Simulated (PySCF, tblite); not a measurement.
Isomers of C4H8FOP. Calculated harmonic vibrations of the isolated species, GFN2-xTB (tblite), most abundant isotopes, no scaling. Errors from tens to a few hundred cm⁻¹ against measured bands are possible. Modes of hydrogen on phosphorus can be 10 to 20 % off. One conformer each.

Electronic energies: PBE0/pcSseg-1 single points on the GFN2-xTB geometries (PySCF, gas phase).

```csv
SMILES,"electronic energy, lowest = 0 (kcal/mol)"
COC/P=C(\C)F,34.8
OCCC/P=C\F,30.0
C[C@@H]1[C@H](F)C[P@H]1=O,0.0
```

Task: How do GFN2-xTB zero-point energies change the relative energies?

Result: 
| SMILES | ZPE (kcal/mol) | of it from modes above 1550 cm⁻¹ | electronic (kcal/mol) | with ZPE, lowest = 0 (kcal/mol) | lowest mode (cm⁻¹) | rings |
| --- | --- | --- | --- | --- | --- | --- |
| C[C@@H]1[C@H](F)C[P@H]1=O | 71.8 | 33.3 | 0.0 | 0.0 | 68 | 1 |
| OCCC/P=C\F | 72.1 | 34.7 | 30.0 | 30.4 | 4i | 0 |
| COC/P=C(\C)F | 71.5 | 33.9 | 34.8 | 34.5 | 49 | 0 |

The zero-point energies span 0.6 kcal/mol, from `COC/P=C(\C)F` to `OCCC/P=C\F`. Slightly imaginary modes are left out of the zero-point energy: `OCCC/P=C\F` 3.5i cm⁻¹. The order is unchanged.

Task: And how do the electronic energies of GFN2-xTB itself compare?

Result: `C[C@@H]1[C@H](F)C[P@H]1=O` 0.0; `OCCC/P=C\F` 55.1; `COC/P=C(\C)F` 52.0 kcal/mol, lowest = 0. Against the energies above, taken from the same isomer `C[C@@H]1[C@H](F)C[P@H]1=O`, the largest difference is 25.1 kcal/mol.
